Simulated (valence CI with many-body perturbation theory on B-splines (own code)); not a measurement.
# Sensitivity of CI+MBPT for Eu²³⁺

Computed by valence CI with perturbative core correlation (CI+MBPT): four valence electrons over a frozen Dirac-Fock core [Kr], radial functions for each j: 6 s, 6 p, 5 d, 5 f, 1 g, with the one-electron correlation potential Σ1, the two-electron term Σ2, the three-electron term Σ3, Breit, model QED; selected CI, second order for the rest (own B-spline code, finite nucleus).

No measured spectrum was set against this ion. As an estimate, terms of the open shell hold to 2 to 4 % of their energy, and close levels can change places. Only levels of the ground parity were solved; by the run's estimate the other parity begins above the list, which can be wrong where configurations are misplaced.

The reference run has the lowest level (4d3/2^4) J=0 and an ionisation energy of 756.350 eV. Its largest variational space holds 9225 state functions.

Levels are named by their leading jj configuration (3d3/2^4 stands for four electrons in 3d with j = 3/2), which in mixed levels can hold well under half, so a name can repeat and another be missing. Letters in brackets count levels of one name in rising energy.

Changed runs:
A. screening of Σ1 on → off
B. scale of Σ1 1 → 0
C. core polarisation of operators on → off; hole-hole ladder in Σ2 on → off
D. Davidson iteration limit 60 → 3 (bad on purpose)

Excitation energies of the reference run in cm⁻¹, and shifts in cm⁻¹:

```csv
Level,Reference,A,B,C,D
(4d3/2^3 4d5/2) J=1,35585,+119,-459,-1710,0
(4d3/2^3 4d5/2) J=2,56575,+159,-618,-2045,0
(4d3/2^3 4d5/2) J=4,65409,+125,-499,-2071,0
(4d3/2^3 4d5/2) J=3,67205,+159,-623,-1913,0
(4d3/2^2 4d5/2^2) J=0,96252,+218,-859,-376,0
(4d3/2^2 4d5/2^2) J=4 [a],100860,+235,-921,-3421,0
(4d3/2^2 4d5/2^2) J=3 [a],107900,+212,-842,-2299,+0.1
(4d3/2^2 4d5/2^2) J=2 [a],108460,+189,-757,-433,0
(4d3/2^2 4d5/2^2) J=5,117316,+233,-925,-4220,0
(4d3/2^2 4d5/2^2) J=1,121810,+233,-928,-96,0
(4d3/2^2 4d5/2^2) J=6,125038,+239,-949,-5036,0
(4d3/2^2 4d5/2^2) J=4 [b],133944,+237,-951,-2443,0
Ionisation energy (eV),756.350,+0.210,-2.475,-0.497,0
```

Run D: The Davidson iterations stopped at their limit.
